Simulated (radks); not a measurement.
Task: Dy VIII, configuration [Kr] 4d10 4f9 5s2 5p2. All-electron calculation, non-relativistic Kohn-Sham, LDA (Slater exchange, Perdew-Wang correlation), spin-unpolarised, spherical densities, point nucleus; relativity is left out, which matters for an element this heavy. Program: a radial shooting solver on a logarithmic mesh with Libxc functionals. Some entries of the table are withheld. Estimate them.

orbital  occ.  eigenvalue (hartree)  <r> (bohr)
1s          2             -1847.052     0.02299
2s          2             -299.1245     0.09770
2p          6             -285.3465     0.08279
3s          2             -69.05322      0.2514
3p          6                   (1)         (2)
3d         10                   (3)         (4)
4s          2             -16.27074      0.5658
4p          6             -13.81056      0.5778
4d         10              -9.39284      0.6077
5s          2              -4.85927         (5)
5p          2              -4.10646       1.383
4f          9              -3.89511      0.7316

Result: 
(1) 3p eigenvalue (hartree): -62.84746
(2) 3p <r> (bohr): 0.2411
(3) 3d eigenvalue (hartree): -51.24477
(4) 3d <r> (bohr): 0.2133
(5) 5s <r> (bohr): 1.284
